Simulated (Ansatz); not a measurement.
Job for Ansatz (an electronic-structure program): R-r2SCAN/def2-TZVPP on AsH4In (SMILES [AsH2][InH2]), a point of a torsion scan. Elements past Kr take the def2 small-core potentials; no spin–orbit coupling.

Ansatz 0.2 input:
```yaml
crystal:
  periodic: [false, false, false]
  atoms:
    - {symbol: As, position_ang: [-1.63741619, -0.33711107, -0.71174916]}
    - {symbol: In, position_ang: [0.96098260, -0.27950284, -0.59961994]}
    - {symbol: H, position_ang: [-1.62788072, 1.04070177, -0.08639866]}
    - {symbol: H, position_ang: [-1.61706652, -0.93605728, 0.67342778]}
    - {symbol: H, position_ang: [2.07262085, 0.32541276, -1.83427886]}
    - {symbol: H, position_ang: [1.93033992, -0.84541083, 0.76673000]}
basis:
  gaussian:
    orbitals: def2-TZVPP
hamiltonian:
  xc: {name: r2SCAN}
scf: {lower_state_search: off}
```

Program output:

```
WARN ansatz: RAYON_NUM_THREADS=1 ignored (pool sized by the plan → 1); use --threads N
Functional definition: r2SCAN
these checks for a lower state are left out or cut short: stability, starts, cluster_reference, orbital_swaps, neighbouring_geometries, increment
integrals: 0.07 GiB planned
997 factors; their error is unknown
mean field: 0.50 GiB planned
mean field evaluation 1: about -66080.4478 eV, gradient 2.1e1 eV
mean field evaluation 2: about -66080.8111 eV, gradient 1.8e1 eV
mean field evaluation 4: about -66081.6141 eV, gradient 6.4e-1 eV
mean field evaluation 8: about -66081.6073 eV, gradient 2.3e-2 eV
mean field evaluation 16: about -66081.6073 eV, gradient 3.7e-6 eV
mean field -66081.60732141 eV, -2428.4542773396 hartree, gradient 3.7e-6 eV, S^2 0.000000; 0 other end points of the search recorded, 0 dependent functions left out
reference -66081.60733714 eV, -2428.4542779177 hartree; 29, 29 occupied and 125, 125 virtual orbitals, 997 factors
Total energy: -66081.60733714 eV, -2428.4542779177 hartree
Checks for a lower state left out: stability, starts, cluster_reference, orbital_swaps, neighbouring_geometries, increment
```

The run converged.

Cost: very roughly 5 core-seconds.
